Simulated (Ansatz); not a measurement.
Start from `B/C=N/CN` and change one atom or group to get `B/C=N/C`.

Ansatz, PBE0-D4/def2-TZVP geometries, multiplicity 1. Each molecule was computed in one conformer, which needn't be the lowest.

```json
{"property": "LUMO energy (PBE/def2-TZVPP) / eV", "`B/C=N/CN`": "-3.17"}
{"property": "HOMO energy (B3LYP/def2-TZVPP) / eV", "`B/C=N/CN`": "-6.99"}
{"property": "HOMO–LUMO gap (PBE0/def2-TZVPP) / eV", "`B/C=N/CN`": "5.05"}
{"property": "HOMO–LUMO gap (ωB97M-V/def2-TZVPP) / eV", "`B/C=N/CN`": "9.47"}
{"property": "LUMO energy (B3LYP/def2-TZVPP) / eV", "`B/C=N/CN`": "-2.39"}
{"property": "size of the dipole moment (ωB97M-V/def2-TZVPP) / D", "`B/C=N/CN`": "2.91"}
```

Q: What does the change do to each property? (Best estimate.)

A: The calculation gave: 
```tsv
property	`B/C=N/C`	shift
LUMO energy (PBE/def2-TZVPP) / eV	-3.49	-0.32
HOMO energy (B3LYP/def2-TZVPP) / eV	-7.21	-0.22
HOMO–LUMO gap (PBE0/def2-TZVPP) / eV	4.96	-0.09
HOMO–LUMO gap (ωB97M-V/def2-TZVPP) / eV	9.40	-0.07
LUMO energy (B3LYP/def2-TZVPP) / eV	-2.68	-0.29
size of the dipole moment (ωB97M-V/def2-TZVPP) / D	1.78	-1.13
```

With PBE0 the HOMO falls by 0.20 eV and the LUMO falls by 0.29 eV, so the gap narrows by about 0.09 eV. PBE moves the HOMO by -0.23 eV and ωB97M-V by -0.19 eV. Dipoles are sizes alone; their direction can turn.

B3LYP here is the variant with VWN-RPA as its local correlation; programs differ in this.
